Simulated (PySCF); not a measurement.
Task: What does the PBE0-D3(BJ)/def2-TZVP structure of InChI=1S/C3H9B/c1-4(2)3/h1-3H3 look like in three dimensions?

Result: 
```
atom  x, y, z in Å
C1    -0.2600    1.6159   -0.1754
B2     0.1120    0.0951   -0.0772
C3     1.6059   -0.3657    0.0332
C4    -1.0320   -0.9782   -0.0553
H5    -0.7169    1.9151    0.7780
H6     0.5757    2.2912   -0.3692
H7    -1.0394    1.7899   -0.9255
H8     1.8468   -0.3553    1.1077
H9     2.3222    0.3068   -0.4442
H10    1.7837   -1.3907   -0.3026
H11   -2.0084   -0.6027    0.2603
H12   -1.1520   -1.3203   -1.0944
H13   -0.7828   -1.8724    0.5218
```

Any rigid rotation of these coordinates is as good. Atoms count from 1 in this order. The 4 heavy atoms lie in one plane (0.005 Å rms). B2 (three-coordinate boron) is planar (angles 121.0°, 119.5° and 119.4°, sum 360.0°, 0.01 Å off the plane of its three neighbours). All 3 B–C bonds measure 1.567 to 1.569 Å.

Bonds between heavy atoms (Å): C1–B2 1.569, B2–C3 1.567, B2–C4 1.569.

Method used: PBE0-D3(BJ)/def2-TZVP geometry optimisation, gas phase (PySCF 2.14.0).

Point group: near Cs, missed by 0.38 Å at most; the miss may be what the optimiser left on a soft mode. PBE0-D3(BJ)/def2-TZVP frequencies: not computed here.
